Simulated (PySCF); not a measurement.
## Radial density of N⁺ (nitrogen, charge +1)

UHF, [He] 2s2 2p1 3s1, high-spin 3P determinant (an excited configuration). All numbers are calculated (PySCF 2.14, no relativity, point nucleus, in aug-cc-pVQZ with one added diffuse shell each of s, p, d, f, g type (7s6p5d4f3g, 105 functions)).

```csv
r (bohr),4πr²ρ (e/bohr),4πr²(ρα − ρβ)
0.00356,0.03177,0.0001
0.00599,0.08675,0.0003
0.0101,0.2320,0.0009
0.0169,0.5961,0.0022
0.0285,1.436,0.0055
0.0479,3.101,0.0121
0.0806,5.583,0.0240
0.136,7.431,0.0450
0.228,6.021,0.1073
0.383,2.556,0.3506
0.645,2.170,0.8213
1.08,2.558,0.8073
1.82,0.8112,0.2553
3.07,0.3445,0.3237
5.16,0.1523,0.1523
8.68,0.003290,0.0033
```

The outer electron is Rydberg-like, and this basis confines it to a smaller radius and binds it less than a complete one would.
